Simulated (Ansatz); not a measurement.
Species: CH₆Sn, charge 0, multiplicity 1. SMILES: [CH3][SnH3]
Geometry from a B3LYP-D3(BJ)/def2-TZVP (Ansatz, an electronic-structure program) optimisation:
```
Sn
H 1 1.7141
H 1 1.7141 2 108.86
H 1 1.7141 2 108.86 3 118.53
C 1 2.1582 2 110.08 4 120.74
H 5 1.0887 1 109.81 2 -180.00
H 5 1.0887 6 109.13 1 -120.42
H 5 1.0887 6 109.13 7 -119.17
```

Quantity: atomisation energy (electronic, to ground-state atoms), in kJ/mol. Valence correlation only, unless marked. UHF or UKS for open shells. Spin-orbit coupling is left out. Frozen are the shells of the preceding noble gas and the d and f shells that filled before the atom's block. Past Kr the def2 sets carry scalar-relativistic core potentials. The coupled-cluster limit lacks core correlation, which all-electron functionals hold. Basis-set limits of correlation are two-point, X^-3; Hartree-Fock from the larger set.

```csv
level,program,atomisation energy (kJ/mol)
PBE0/def2-SVP,Ansatz,2309.1
PBE0-D4/def2-TZVPD,Ansatz + dftd4,2322.9
```

Estimate the value at CCSD(T)/CBS(def2-TZVPPD,def2-QZVPPD) as computed with Ansatz.

2344.5 kJ/mol
